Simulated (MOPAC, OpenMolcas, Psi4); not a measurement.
## A ladder of methods for B2NH2OF (SMILES OB1NB1F)

The species is B2NH2OF (7 atoms), meant as a singlet with charge 0. As SMILES, `OB1NB1F`. The coordinates come from a PBE0-D4/def2-TZVP relaxation. This is one conformer, not always the lowest.

```xyz
7

O    -1.2767    0.1764    1.3081
B    -0.3790    0.1502    0.3042
N     0.6322   -0.7682   -0.0948
B     0.5870    0.3397   -0.9541
F     1.2500    0.7241   -2.0253
H    -1.8294    0.9602    1.2934
H     1.0772   -1.6504    0.1229
```

Quantity: the HOMO–LUMO gap, in eV. The values are calculated.

```
                             level                    kind     program  value (eV)   CPU time
                              MNDO          semi-empirical       MOPAC       11.69  under 2 s
                       HF/def2-SVP            Hartree–Fock  OpenMolcas       14.70       12 s
                    SVWN5/def2-SVP                     LDA  OpenMolcas        5.10       37 s
                     BLYP/def2-SVP                     GGA  OpenMolcas        5.31       47 s
                   revPBE/def2-SVP                     GGA  OpenMolcas        5.30       48 s
                     TPSS/def2-SVP                meta-GGA  OpenMolcas        5.57       62 s
                     PBE0/def2-SVP           global hybrid  OpenMolcas        7.66       42 s
wB97X-D/def2-SVP (density fitting)  range-separated hybrid        Psi4       11.48       12 s
                   B2PLYP/def2-SVP           double hybrid  OpenMolcas       10.35       31 s
```

The values span 5.10 to 14.70 eV. Orbital gaps aren't excitation energies, and those of double hybrids come from the SCF part alone; they tend to grow with the share of exact exchange. CPU times are rough (shared hosts, several kinds of processor and program).
